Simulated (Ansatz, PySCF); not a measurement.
C₂H₈N₂OSi, SMILES [Si@H](/N=C\C)(O)N. Atoms are numbered in the order given.

```xyz
14

C      2.5566    -0.6855     0.4853
C      1.6576    -0.7993    -0.7097
N      0.4426    -0.4749    -0.8119
Si    -0.7045     0.1859     0.3131
N     -2.2414    -0.5323     0.0402
O     -0.7117     1.8128    -0.0341
H      2.0279    -0.3098     1.3717
H      3.3926    -0.0052     0.2518
H      3.0079    -1.6643     0.7167
H      2.1629    -1.2184    -1.6070
H     -0.4138    -0.0385     1.7643
H     -2.6838    -1.0864     0.7625
H     -2.4939    -0.8519    -0.8882
H     -1.5798     2.2168     0.0567
```
Charge 0, spin multiplicity 1.

Geometry optimised at PBE0-D3(BJ)/def2-SVP. The structure was generated by enumeration; whether it is a known compound was not checked. One conformer was computed; it need not be the lowest.

Two levels are set side by side: PBE-D3(BJ)/def2-SVP (Ansatz, a first-principles code) and PBE0-D3(BJ)/def2-SVP (Ansatz). Each level has its own optimised geometry; the coordinates shown are those of the second. Frequencies come from the Hessian of PySCF at each geometry. Differences are taken from unrounded values.

```csv
quantity,PBE0-D3(BJ),PBE-D3(BJ),PBE-D3(BJ) minus PBE0-D3(BJ)
mean bond length (Å),1.291,1.301,0.011
bond C1–C2 (Å),1.500,1.507,0.007
bond C2–N3 (Å),1.262,1.273,0.012
bond N3–Si4 (Å),1.737,1.754,0.016
bond Si4–N5 (Å),1.718,1.729,0.011
bond Si4–O6 (Å),1.664,1.685,0.022
bond C1–H7 (Å),1.098,1.107,0.008
bond C1–H8 (Å),1.103,1.111,0.008
bond C1–H9 (Å),1.102,1.111,0.009
bond C2–H10 (Å),1.112,1.121,0.010
bond Si4–H11 (Å),1.497,1.500,0.003
bond N5–H12 (Å),1.012,1.022,0.009
bond N5–H13 (Å),1.014,1.022,0.008
bond O6–H14 (Å),0.962,0.974,0.013
highest harmonic wavenumber (cm⁻¹),3932,3742,-190
mean harmonic wavenumber (cm⁻¹),1318,1278,-40
zero-point energy (kcal/mol),67.83,65.79,-2.04
```

GGA bonds tend to be longer and softer than those of functionals with exact exchange. Differences between two approximate levels are no errors against the true value.
